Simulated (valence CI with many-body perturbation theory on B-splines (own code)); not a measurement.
# Pr⁴⁴⁺: calculated level list

Calculated by valence CI with perturbative core correlation (CI+MBPT): five valence electrons over a frozen Dirac-Fock core [Ne], radial functions for each j: 9 s, 9 p, 8 d, 6 f, 3 g, 1 h, with the one-electron correlation potential Σ1 (screened to all orders), the two-electron term Σ2, the three-electron term Σ3, Breit, model QED; selected single and double excitations, second order for the rest (own B-spline code, finite nucleus).

The last digits are not significant, and no measured levels were compared; by estimate large intervals hold to a few tenths of a per cent, small ones and those within an open d or f shell to about a per cent. Among the levels kept, up to 510 cm⁻¹ of a level comes from second order outside the variational space, and about a tenth of that is noise between levels of different J, which matters for small intervals.

Levels 1 to 45 of 49, with energies above the lowest level, (3s^2 3p1/2^2 3p3/2) J=3/2. "Leading %" is the weight of the configuration and term that name the level; weights of strongly mixed levels are sums over their largest components and can fall short. In the jj column 3d3/2^4 stands for four electrons in 3d with j = 3/2. Lifetimes count E1, E2, E3, M1 and M2 decay at the calculated energies, and are blank where another channel may lead or the interval is too uncertain; long ones can be off by a factor of two.

```tsv
No.	Configuration	Term	J	E (× 10³ cm⁻¹)	Leading %	g	Lifetime	Second component	Leading jj
1	3s²3p³	²P°	3/2	0.00	45	1.376		28 % 3s²3p³ ⁴S°	3s^2 3p1/2^2 3p3/2 (98 %)
2	3s²3p³	⁴S°	3/2	896.29	53	1.446	70.4 ns	45 % 3s²3p³ ²D°	3s^2 3p1/2 3p3/2^2 (98 %)
3	3s²3p³	²D°	5/2	969.99	99	1.192	381 ns		3s^2 3p1/2 3p3/2^2 (99 %)
4	3s²3p³	²P°	1/2	1061.4	98	0.655	101 ns		3s^2 3p1/2 3p3/2^2 (98 %)
5	3s²3p²3d	²D	3/2	1378.6	37	0.780	227 ps	36 % 3s²3p²3d ⁴F	3s^2 3p1/2^2 3d3/2 (97 %)
6	3s²3p²3d	²D	5/2	1652.2	25	1.246	22.7 ps	19 % 3s²3p²3d ⁴D	3s^2 3p1/2^2 3d5/2 (85 %)
7	3s3p⁴	⁴P	5/2	1903.1	61	1.429	9.26 ps	20 % 3s3p⁴ ²D	3s 3p1/2^2 3p3/2^2 (80 %)
8	3s²3p³	²P°	3/2	1968.6	53	1.291	33.4 ns	28 % 3s²3p³ ²D°	3s^2 3p3/2^3 (98 %)
9	3s3p⁴	²S	1/2	2070.4	50	2.150	7.08 ps	31 % 3s3p⁴ ⁴P	3s 3p1/2^2 3p3/2^2 (84 %)
10	3s3p⁴	²P	3/2	2073.3	29	1.152	4.61 ps	28 % 3s3p⁴ ²D	3s 3p1/2^2 3p3/2^2 (71 %)
11	3s²3p²3d	²F	5/2	2266.9	47	0.957	307 ps	45 % 3s²3p²3d ⁴F	3s^2 3p1/2 3p3/2 3d3/2 (97 %)
12	3s²3p²3d	⁴F	3/2	2279.3	32	0.921	21.1 ps	29 % 3s²3p²3d ⁴D	3s^2 3p1/2 3p3/2 3d3/2 (93 %)
13	3s²3p²3d	⁴D	1/2	2282.6	79	0.211	199 ps	14 % 3s²3p²3d ²P	3s^2 3p1/2 3p3/2 3d3/2 (98 %)
14	3s²3p²3d	²G	7/2	2339.4	44	1.054	51.8 ns	28 % 3s²3p²3d ²F	3s^2 3p1/2 3p3/2 3d3/2 (94 %)
15	3s²3p²3d	⁴D	7/2	2493.3	47	1.306	2.66 ns	37 % 3s²3p²3d ⁴F	3s^2 3p1/2 3p3/2 3d5/2 (99 %)
16	3s²3p²3d	⁴P	5/2	2513.1	29	1.210	1.45 ps	25 % 3s²3p²3d ²D	3s^2 3p1/2 3p3/2 3d3/2 (72 %)
17	3s²3p²3d	²P	3/2	2524.9	38	1.421	47.4 ps	25 % 3s²3p²3d ⁴P	3s^2 3p1/2 3p3/2 3d5/2 (83 %)
18	3s²3p²3d	²D	3/2	2562.3	26	1.230	798 fs	22 % 3s²3p²3d ⁴P	3s^2 3p1/2 3p3/2 3d3/2 (77 %)
19	3s²3p²3d	²P	1/2	2564.8	39	1.667	1.08 ps	36 % 3s²3p²3d ⁴P	3s^2 3p1/2 3p3/2 3d3/2 (87 %)
20	3s²3p²3d	²D	5/2	2565.6	38	1.169	8.91 ps	27 % 3s²3p²3d ⁴D	3s^2 3p1/2 3p3/2 3d5/2 (77 %)
21	3s²3p²3d	²G	9/2	2571.6	57	1.197	5.24 μs	42 % 3s²3p²3d ⁴F	3s^2 3p1/2 3p3/2 3d5/2 (98 %)
22	3s²3p²3d	²F	7/2	2716.1	49	1.100	5.82 ps	27 % 3s²3p²3d ²G	3s^2 3p1/2 3p3/2 3d5/2 (89 %)
23	3s²3p²3d	²D	5/2	2730.2	39	1.216	2.75 ps	24 % 3s²3p²3d ⁴P	3s^2 3p1/2 3p3/2 3d5/2 (83 %)
24	3s²3p²3d	²D	3/2	2762.5	60	0.951	6.81 ps	15 % 3s²3p²3d ⁴D	3s^2 3p1/2 3p3/2 3d5/2 (87 %)
25	3s²3p²3d	²P	1/2	2777.6	47	1.304	4.72 ps	35 % 3s²3p²3d ²S	3s^2 3p1/2 3p3/2 3d5/2 (85 %)
26	3s3p⁴	⁴P	3/2	2905.4	49	1.367	3.24 ps	20 % 3s3p⁴ ²D	3s 3p1/2 3p3/2^3 (70 %)
27	3s3p⁴	²D	5/2	2992.3	61	1.274	3.33 ps	15 % 3s3p⁴ ⁴P	3s 3p1/2 3p3/2^3 (74 %)
28	3s3p⁴	²P	1/2	3119.1	41	1.315	1.72 ps	26 % 3s3p⁴ ⁴P	3s 3p1/2 3p3/2^3 (66 %)
29	3s3p⁴	²P	3/2	3126.1	44	1.151	1.59 ps	22 % 3s3p⁴ ²D	3s 3p1/2 3p3/2^3 (74 %)
30	3s3p³3d	⁴D°	5/2	3227.7	28	1.303	52.6 ps	26 % 3s3p³3d ⁶D°	3s 3p1/2^2 3p3/2 3d3/2 (91 %)
31	3s3p³3d	⁶D°	3/2	3241.0	32	1.335	33.2 ps	17 % 3s3p³3d ⁴D°	3s 3p1/2^2 3p3/2 3d3/2 (92 %)
32	3s3p³3d	⁴P°	1/2	3248.9	40	2.572	59.2 ps	40 % 3s3p³3d ⁶D°	3s 3p1/2^2 3p3/2 3d3/2 (92 %)
33	3s3p³3d	⁶D°	7/2	3276.3	27	1.321	66.0 ps	22 % 3s3p³3d ⁴F°	3s 3p1/2^2 3p3/2 3d3/2 (80 %)
34	3s3p³3d	⁴F°	3/2	3386.4	27	0.984	7.45 ps	15 % 3s3p³3d ²D°	3s 3p1/2^2 3p3/2 3d3/2 (72 %)
35	3s²3p²3d	²D	5/2	3433.8	31	1.187	1.29 ps	18 % 3s²3p²3d ²F	3s^2 3p3/2^2 3d3/2 (81 %)
36	3s²3p²3d	²F	7/2	3442.1	48	1.163	1.94 ps	20 % 3s²3p²3d ⁴F	3s^2 3p3/2^2 3d3/2 (80 %)
37	3s²3p²3d	²D	3/2	3445.7	24	1.182	974 fs	24 % 3s²3p²3d ⁴P	3s^2 3p3/2^2 3d3/2 (77 %)
38	3s²3p²3d	⁴P	1/2	3448.3	33	1.463	982 fs	25 % 3s²3p²3d ²P	3s^2 3p3/2^2 3d3/2 (75 %)
39	3s3p³3d	⁴F°	9/2	3458.0	43	1.384	59.1 ps	40 % 3s3p³3d ⁶D°	3s 3p1/2^2 3p3/2 3d5/2 (94 %)
40	3s3p³3d	⁴G°	5/2	3486.2	27	0.868	3.72 ps	19 % 3s3p³3d ²F°	3s 3p1/2^2 3p3/2 3d3/2 (83 %)
41	3s²3p²3d	²F	7/2	3492.6	57	1.181	13.0 ps	27 % 3s²3p²3d ⁴D	3s^2 3p3/2^2 3d5/2 (85 %)
42	3s²3p²3d	⁴F	9/2	3505.1	57	1.233	60.8 ns	42 % 3s²3p²3d ²G	3s^2 3p3/2^2 3d5/2 (98 %)
43	3s3p³3d	⁴D°	1/2	3510.2	47	0.570	3.32 ps	20 % 3s3p³3d ²P°	3s 3p1/2^2 3p3/2 3d3/2 (85 %)
44	3s²3p²3d	²P	1/2	3530.2	41	1.448	33.1 ps	33 % 3s²3p²3d ²S	3s^2 3p3/2^2 3d5/2 (84 %)
45	3s3p³3d	⁴D°	5/2	3551.8	32	1.396	8.81 ps	19 % 3s3p³3d ⁴P°	3s 3p1/2^2 3p3/2 3d5/2 (90 %)
```

The ionisation energy to 3s²3p² ³P0 of the next ion comes out as 3514.7 eV (NIST: 3512 ± 4 eV (theoretical)). All 49 levels together are meant to be complete up to 3709.3 × 10³ cm⁻¹.
